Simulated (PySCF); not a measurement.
Isomers of C5H4ClNO, one conformer each; single-point electronic energies without zero-point terms and without any empirical dispersion term.

All values: wB97X-D/pcSseg-2 (PySCF, non-relativistic), each on one gas-phase PBE0-D3(BJ)/def2-TZVP geometry that isn't relaxed in the solvent. The solvent is an IEF-PCM continuum (van der Waals radii × 1.2). Only the electrostatic response of the medium enters.

| isomer | relative energy, gas (kJ/mol) | dipole (D) |
| --- | --- | --- |
| 6-chloro-2-hydroxypyridine (`Oc1cccc(Cl)n1`) | 0.0 | 1.96 |
| 5-chloro-2-hydroxypyridine (`Oc1ccc(Cl)cn1`) | 12.4 | 0.81 |

Question: How do the relative energies look in chloroform (ε = 4.711)?

Answer: 
| isomer | relative energy, solvent (kJ/mol) | E(solvent) − E(gas) (kJ/mol) | dipole in solvent (D) |
| --- | --- | --- | --- |
| 6-chloro-2-hydroxypyridine (`Oc1cccc(Cl)n1`) | 0.0 | -17.6 | 2.55 |
| 5-chloro-2-hydroxypyridine (`Oc1ccc(Cl)cn1`) | 13.1 | -16.8 | 1.04 |

The order is unchanged. Conformers: `[OH:1][c:2]1[cH:3][cH:4][cH:5][c:6]([Cl:7])[n:8]1` with H–O1–C2–C3 180°; `[OH:1][c:2]1[cH:3][cH:4][c:5]([Cl:6])[cH:7][n:8]1` with H–O1–C2–C3 180°. 6-chloro-2-hydroxypyridine (`Oc1cccc(Cl)n1`) gains most from the continuum, and it has the largest gas-phase dipole. The gains span 0.8 kJ/mol, the gas-phase energies 12.4 kJ/mol.
